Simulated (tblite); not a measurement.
Species: C₇H₁₀OSSi.
Cartesian coordinates in Å at the GFN2-xTB level; atoms count from 1:
```xyz
20
C7H10OSSi angstrom
C     -2.087    2.568    0.252
C     -1.983    1.265    0.015
C     -0.754    0.499    0.015
C      0.540    1.029    0.272
C      1.524    0.092    0.206
O      2.826    0.352    0.411
C      3.777   -0.686    0.305
S      0.875   -1.481   -0.175
C     -0.745   -0.851   -0.245
Si    -2.160   -2.011   -0.648
H     -3.041    3.066    0.233
H     -1.233    3.186    0.471
H     -2.871    0.685   -0.202
H      0.746    2.058    0.498
H      3.317   -1.638    0.038
H      4.287   -0.788    1.265
H      4.505   -0.409   -0.462
H     -1.601   -3.354   -0.790
H     -3.137   -1.984    0.444
H     -2.788   -1.590   -1.904
```

All values are computed: GFN2-xTB (tblite) harmonic vibrations without scaling, gas phase. Errors from tens to a few hundred cm⁻¹ against measured bands are possible. Modes of hydrogen on silicon can be 10 to 20 % off. One conformer, not necessarily the lowest. The optimisation stopped once no atom felt more than 0.01 eV/Å.

Lowest wavenumbers of the output (negative numbers stand for imaginary wavenumbers):
```
mode    cm-1
  1    -181.5
  2      39.8
  3      67.5
  4      90.0
  5      97.6
  6     142.0
  7     161.3
  8     177.2
  9     268.6
 10     288.5
```

Task: Is this structure a minimum?

Result: No. 1 mode is imaginary beyond 20i (182i cm⁻¹), so at this level the point lies at or near a first-order saddle.

Task: Which atoms move in the imaginary mode?

Result: 182i: H16 (methyl hydrogen) 33 %, H17 (methyl hydrogen) 32 %, H15 (methyl hydrogen) 27 %. These are shares of the mass-weighted motion.

Task: What is the remedy?

Result: Step along that mode in both directions, optimise again with tighter thresholds and repeat the frequencies. The zero-point energy of this point (88.9 kcal/mol) counts the 53 real modes alone, and thermal corrections from it aren't those of a minimum.
